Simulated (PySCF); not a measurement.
# Spin states of BeC⁺

Unrestricted PBE0; basis Be aug-pcseg-1, C aug-pcseg-1; no relativity; PySCF 2.14. Outer shells of the fragments: Be+ 2s1; C 2s2 2p2.

Followed along the bond (rough minima from three points):

```csv
2Ms+1,unpaired,⟨S²⟩ at the start,R at minimum (Å),Te (eV)
4,"σ ↑, π ↑↑",3.75,1.58,0.00
2,π ↑,0.81,1.85,0.73
2,"σ ↑, π ↑↓",1.76,1.58,0.93
2,"σ ↓, π ↑↑",1.76,1.58,1.11
```

Solutions found at the starting distance of 1.770 Å, counted from the lowest of them; the search is not exhaustive and high or unbound solutions are not listed, so other states can lie among these:

```tsv
2Ms+1	unpaired	term	E (eV)	⟨S²⟩	⟨Lz²⟩	μ (D)
4	σ ↑, π ↑↑	⁴Σ⁻	0.00	3.75	0.00	-6.02
2	π ↑	²Π	0.45	0.81	1.00	-5.43
2	σ ↑, π ↑↓	mixed	0.92	1.76	2.01	-6.03
2	σ ↓, π ↑↑	mixed	1.08	1.76	0.00	-6.22
4	σ ↑↑, π ↑	⁴Π	1.85	3.75	1.00	0.37
2	σ ↑	mixed	2.02	0.76	2.00	-5.71
4	σ ↑, π ↑↑	mixed	4.69	3.75	2.00	-1.85
```

A term symbol is given only where ⟨S²⟩ and ⟨Lz²⟩ are close to those of a pure state; real π, δ and φ orbitals otherwise mix terms. A positive dipole points towards C; it is taken about the centre of mass and depends on that origin.

Task: Compare the gap between the two lowest followed solutions at the starting distance with the gap between their minima.

Result: At PBE0 the second solution (doublet, unpaired electrons π ↑) lies +0.45 eV from the first (quartet, unpaired electrons σ ↑, π ↑↑) at 1.770 Å and +0.73 eV at the minima; the two curves relax by different amounts, since their minima lie near 1.85 and 1.58 Å.

Counting both spins, an empty level lies below a filled one in some of these solutions, because spin and occupation are held.
